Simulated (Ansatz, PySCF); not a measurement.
This PySCF input computes a r2SCAN/def2-TZVPD energy:

```python
from pyscf import gto, scf, dft

mol = gto.M(
    atom='''
    B    -0.12105367    0.11598729    0.00517552
    F     0.27464937    1.36756221    0.03055710
    N     1.09191448   -0.87832429   -0.04232871
    N    -1.40558962   -0.34738968    0.01614962
    H     1.67179141   -0.69189011   -0.86735317
    H     1.70110036   -0.73436120    0.76998127
    H    -2.18405702    0.29779238    0.04681999
    H    -1.69241322   -1.31329343   -0.00377086
    H     0.83272842   -1.86624623   -0.06331506
    ''',
    basis='def2-tzvpd',
    charge=1,
    spin=0,
    verbose=4,
)

mf = dft.RKS(mol, xc='r2scan').density_fit(auxbasis='def2-universal-jkfit')
mf.grids.level = 4
mf.conv_tol = 1e-9
mf.max_cycle = 100
mf.max_memory = 1500
mf.kernel()
if not mf.converged:
    mf = mf.newton()
    mf.kernel(mf.make_rdm1())
mf.analyze()
```

### Question
Write an input for the same energy in Ansatz (a quantum-chemistry and plane-wave program) and say what it gives.

### Answer

Ansatz 0.2 input:
```yaml
crystal:
  periodic: [false, false, false]
  atoms:
    - {symbol: B, position_ang: [-0.12105367, 0.11598729, 0.00517552]}
    - {symbol: F, position_ang: [0.27464937, 1.36756221, 0.03055710]}
    - {symbol: N, position_ang: [1.09191448, -0.87832429, -0.04232871]}
    - {symbol: N, position_ang: [-1.40558962, -0.34738968, 0.01614962]}
    - {symbol: H, position_ang: [1.67179141, -0.69189011, -0.86735317]}
    - {symbol: H, position_ang: [1.70110036, -0.73436120, 0.76998127]}
    - {symbol: H, position_ang: [-2.18405702, 0.29779238, 0.04681999]}
    - {symbol: H, position_ang: [-1.69241322, -1.31329343, -0.00377086]}
    - {symbol: H, position_ang: [0.83272842, -1.86624623, -0.06331506]}
basis:
  gaussian:
    orbitals: def2-TZVPD
hamiltonian:
  xc: {name: r2SCAN}
total_charge: 1
output: {forces: true}
```
It gives -237.07479 Eh, and PySCF -237.07489 Eh, a difference of 0.10 mEh, from the treatment of integrals and grids.

It need not be the lowest isomer of its formula.
